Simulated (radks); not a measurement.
Q: The iodine anion I-, [Xe], held by a Watson sphere: a shell of charge +1.19 at radius R that stands for the Madelung well of a crystal (potential energy -1.19/R inside, -1.19/r outside, in hartree with lengths in bohr). Calculated with a radial shooting solver on a logarithmic mesh with Libxc functionals: scalar-relativistic Kohn-Sham, LDA (Slater exchange, VWN5 correlation), spin-unpolarised, spherical densities, point nucleus. Response by self-consistent Sternheimer equations with the Hartree and adiabatic LDA kernel, the relativistic mass of each level held fixed and spin-orbit coupling left out. The sphere does not respond.

| R (bohr) | e(4d) (eV) | e(5s) (eV) | e(5p) (eV) | <r> 5p (bohr) | sum of <r^2> (bohr^2) | X-ray form factor at sin(theta)/lambda = 0.2 1/angstrom | alpha (bohr^3) |
|---|---|---|---|---|---|---|---|
| 2.49 | -51.231 | -19.596 | -9.351 | 2.447 | 67.66 | 42.429 | 33.16 |
| 2.51 | -51.202 | -19.562 | -9.329 | 2.450 | 67.77 | 42.425 | 33.34 |
| 2.92 | -50.688 | -18.879 | -8.825 | 2.505 | 69.92 | 42.364 | 37.49 |
| 4.22 | -49.287 | -17.090 | -7.178 | 2.621 | 74.85 | 42.310 | 52.01 |
| 5.69 | -47.937 | -15.629 | -5.710 | 2.675 | 77.52 | 42.313 | 65.61 |
| 5.82 | -47.835 | -15.523 | -5.603 | 2.677 | 77.67 | 42.313 | 66.56 |

Estimate the row for R = 3.73 bohr.

A: e(4d) (eV) -49.801; e(5s) (eV) -17.701; e(5p) (eV) -7.775; <r> 5p (bohr) 2.587; sum of <r^2> (bohr^2) 73.34; X-ray form factor at sin(theta)/lambda = 0.2 1/angstrom 42.316; alpha (bohr^3) 46.57.
